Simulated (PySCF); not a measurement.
An unknown gives this computed stick spectrum. Level of theory: TDDFT PBE0/def2-SVPD, vertical, gas phase, core orbitals frozen in the response (PySCF). Geometries: GFN2-xTB, one conformer each.

```json
{"state": "S1", "E (eV)": "6.15", "f": "0.051"}
{"state": "S2", "E (eV)": "6.31", "f": "0.0002"}
{"state": "S3", "E (eV)": "6.63", "f": "0.021"}
{"state": "S4", "E (eV)": "6.76", "f": "0.197"}
{"state": "S5", "E (eV)": "7.06", "f": "0.023"}
{"state": "S6", "E (eV)": "7.25", "f": "0.0024"}
{"state": "S7", "E (eV)": "7.26", "f": "0.032"}
{"state": "S8", "E (eV)": "7.33", "f": "0.015"}
```

Question: Which candidate is it? All have the formula C5H9O2P.
A. `C=C[P@@](=O)(O)C1CC1`
B. `C=CC[P@@H](=O)C(C)=O`
C. `COC1=C[P@@H](=O)CC1`

Answer: C. Its S1, at 6.15 eV, is the highest among the candidates; the nearest of the others has S1 at 5.83 eV. S1 is HOMO→LUMO (70%), HOMO-2→LUMO (26%). Löwdin shares by element: HOMO carbon 44% or more, oxygen 29% (atoms not listed hold the other 27%); LUMO carbon 55% or more, oxygen 11% or more, phosphorus 10% (atoms not listed hold the other 24%). At the same level the other candidates give, for their lowest levels:
- `C=CC[P@@H](=O)C(C)=O`: 3.61 eV (f 0.002); 4.96 eV (f 0.003); 5.66 eV (f 0.002); 5.78 eV (f 0.019); 6.08 eV (f 0.001); T1 3.01 eV; HOMO -7.26, LUMO -1.72 eV
- `C=C[P@@](=O)(O)C1CC1`: 5.83 eV (f 0.003); 6.46 eV (f 0.014); 7.02 eV (f 0.209); 7.13 eV (f 0.058); 7.35 eV (f 0.006); T1 4.33 eV; HOMO -7.94, LUMO -0.77 eV
Triplets come from the Tamm–Dancoff approximation.
